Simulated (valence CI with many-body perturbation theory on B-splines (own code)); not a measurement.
# As XXVII: what the settings do

Calculated by valence CI with perturbative core correlation (CI+MBPT): five valence electrons over a frozen Dirac-Fock core [He], radial functions for each j: 6 s, 6 p, 5 d, 3 f, 1 g, with the one-electron correlation potential Σ1 (screened to all orders), the two-electron term Σ2, the three-electron term Σ3, Breit, model QED; selected single and double excitations, second order for the rest, scaled by the run's own slope (own B-spline code, finite nucleus).

The last digits are not significant, and no measured levels were compared; by estimate large intervals hold to a few tenths of a per cent, small ones and those within an open d or f shell to about a per cent. Among the levels kept, up to 4000 cm⁻¹ of a level comes from second order outside the variational space, and about a tenth of that is noise between levels of different J, which matters for small intervals.

The reference run has the lowest level 2s2 2p3 4S°_3/2 and an ionisation energy of 2765.24 eV. Its largest variational space holds 12597 state functions.

Names give the largest LS component (configuration and term), which can be under half, so a name can repeat, a term be missing and a line seem to break the LS rules; names also repeat where a configuration has a term twice.

Changed runs:
A. correlating orbitals by l 3 3 3 2 1 → 2 2 4 3 1
B. scale of Σ1 1 → 0; scale of Σ2 1 → 0; three-electron term on → off; core polarisation of operators on → off
C. screening of Σ1 on → off
D. scale of Σ2 1 → -1 (bad on purpose)

Excitation energies of the reference run in cm⁻¹, and shifts in cm⁻¹:

```
                 Level  Reference        A      B        C      D
       2s2 2p3 2D°_3/2     263690     -5.8   -117     -0.1    -84
       2s2 2p3 2D°_5/2     349867      -25   -140     -0.2   -337
       2s2 2p3 2P°_1/2     468065      -29   -454     -0.2  -1315
       2s2 2p3 2P°_3/2     707055      -27   -556     -0.3   -941
         2s 2p4 4P_5/2    1151130      -94  +2716     +1.5  +2193
         2s 2p4 4P_3/2    1339790      -92  +2793     +1.4  +2376
         2s 2p4 4P_1/2    1361130     -101  +2695     +1.4  +2046
         2s 2p4 2D_3/2    1604230     -107  +3815     +1.3  +3381
         2s 2p4 2D_5/2    1681420     -115  +3389     +1.2  +2854
         2s 2p4 2S_1/2    1830920     -108  +4315     +1.2  +3881
         2s 2p4 2P_3/2    1906150      -97  +5759     +1.2  +6125
         2s 2p4 2P_1/2    2193720     -109  +4777     +1.0  +4833
Ionisation energy (eV)    2765.24  +0.0021  -0.20  -0.0017  -0.06
```
